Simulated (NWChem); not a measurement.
System: CH$_{3}$FO$_{3}$Si; SMILES O=CO[Si@@H](O)F

Input file for NWChem:

```
start job
memory heap 200 mb stack 900 mb global 1100 mb
geometry units angstroms noautosym nocenter noautoz
  O     -0.375003    -1.882462     0.867975
  C      0.639653    -1.701353     0.230658
  O      0.948850    -0.582841    -0.441836
  Si    -0.063711     0.789542    -0.477489
  O     -1.623417     0.360706    -0.285057
  F      0.474044     1.737358     0.696889
  H      1.435079    -2.452163     0.129927
  H      0.154545     1.449871    -1.766540
  H     -1.720056    -0.416917     0.296775
end
basis spherical
  * library 6-31g*
end
dft
  xc b3lyp
  iterations 150
end
property
  shielding
end
task dft property
```

NWChem printed, in part:

```
             Northwest Computational Chemistry Package (NWChem) 7.3.0
             --------------------------------------------------------

                             Geometry "geometry" -> ""
                             -------------------------

 Output coordinates in angstroms (scale by  1.889725989 to convert to a.u.)

  No.       Tag          Charge          X              Y              Z
 ---- ---------------- ---------- -------------- -------------- --------------
    1 O                    8.0000    -0.37500300    -1.88246200     0.86797500
    2 C                    6.0000     0.63965300    -1.70135300     0.23065800
    3 O                    8.0000     0.94885000    -0.58284100    -0.44183600
    4 Si                  14.0000    -0.06371100     0.78954200    -0.47748900
    5 O                    8.0000    -1.62341700     0.36070600    -0.28505700
    6 F                    9.0000     0.47404400     1.73735800     0.69688900
    7 H                    1.0000     1.43507900    -2.45216300     0.12992700
    8 H                    1.0000     0.15454500     1.44987100    -1.76654000
    9 H                    1.0000    -1.72005600    -0.41691700     0.29677500

 Effective nuclear repulsion energy (a.u.)     321.2471436872

                              NWChem Property Module
                              ----------------------

  itol2e modified to match energy
  convergence criterion.

                                 NWChem DFT Module
                                 -----------------

 Summary of "ao basis" -> "ao basis" (spherical)
 ------------------------------------------------------------------------------
       Tag                 Description            Shells   Functions and Types
 ---------------- ------------------------------  ------  ---------------------
 O                           6-31g*                  6       14   3s2p1d
 C                           6-31g*                  6       14   3s2p1d
 Si                          6-31g*                  8       18   4s3p1d
 F                           6-31g*                  6       14   3s2p1d
 H                           6-31g*                  2        2   2s

  itol2e modified to match energy
  convergence criterion.

[...]

          -----------------------------------------
          Chemical Shielding Tensors (GIAO, in ppm)
          -----------------------------------------

                                NWChem CPHF Module
                                ------------------

  scftype          =     RHF
  nclosed          =       28
  nopen            =        0
  variables        =     1848
  # of vectors     =        3
  tolerance        = 0.10D-03
  level shift      = 0.00D+00
  max iterations   =       50
  max subspace     =       30

 SCF residual:    5.7277971232692700E-005

Iterative solution of linear equations
  No. of variables     1848
  No. of equations        3
  Maximum subspace       30
        Iterations       50
       Convergence  1.0D-04

   iter   nsub   residual    time
   ----  ------  --------  ---------
     1      3    5.04D-01      59.9
     2      6    6.71D-02      65.8
     3      9    2.68D-03      70.8
     4     12    1.38D-04      75.8
     5     15    6.10D-06      80.9

      Atom:    1  O
        Diamagnetic
    404.8628      3.1709    -11.6203
      3.1709    389.6970     -3.5927
    -11.6203     -3.5927    393.5868

        Paramagnetic
   -521.4519     40.2206    209.9885
     40.2206   -579.2157    184.4465
    209.9885    184.4465   -325.3349

        Total Shielding Tensor
   -116.5891     43.3915    198.3682
     43.3915   -189.5187    180.8538
    198.3682    180.8538     68.2519

           isotropic =     -79.2853
          anisotropy =    -342.7284

          Principal Components and Axis System
                 1           2           3
             -307.7709    263.9590   -194.0440

      1         0.4252      0.4626      0.7779
      2         0.7074      0.3663     -0.6045
      3        -0.5646      0.8074     -0.1715

      Atom:    2  C
        Diamagnetic
    254.6239      0.9990     -9.8831
      0.9990    259.3411    -10.3375
     -9.8831    -10.3375    246.8842

        Paramagnetic
   -187.6501     34.9541      5.6524
     34.9541   -291.8418     45.1439
      5.6524     45.1439   -170.2291

        Total Shielding Tensor
     66.9738     35.9530     -4.2307
     35.9530    -32.5006     34.8064
     -4.2307     34.8064     76.6551

           isotropic =      37.0427
          anisotropy =      78.8206

          Principal Components and Axis System
                 1           2           3
               89.5898     74.8141    -53.2757

      1         0.4174      0.8628     -0.2851
      2         0.3607      0.1307      0.9235
      3         0.8341     -0.4883     -0.2567

      Atom:    3  O
        Diamagnetic
    388.9790     -7.3475     -1.4325
     -7.3475    412.4793    -11.2320
     -1.4325    -11.2320    385.4603

        Paramagnetic
   -384.7349     32.7745     88.2568
     32.7745   -240.2704      0.0369
     88.2568      0.0369   -236.1526

        Total Shielding Tensor
      4.2441     25.4270     86.8242
     25.4270    172.2089    -11.1951
     86.8242    -11.1951    149.3077

           isotropic =     108.5869
          anisotropy =     122.0261

          Principal Components and Axis System
                 1           2           3
              189.9376    175.8168    -39.9937

      1         0.4281      0.0987      0.8983
      2         0.0440      0.9906     -0.1298
      3         0.9027     -0.0950     -0.4197

      Atom:    4  Si
        Diamagnetic
    881.6307     -1.0542      1.2390
     -1.0542    883.5461      1.5136
      1.2390      1.5136    877.1856

[...]
```

Level: B3LYP/6-31G* (spherical d), GIAO. All runs use the structure optimised with B3LYP/6-31G* (spherical d). B3LYP is NWChem's, with the RPA form of VWN correlation. The printed shielding anisotropy is the first printed principal value minus the mean of the other two.
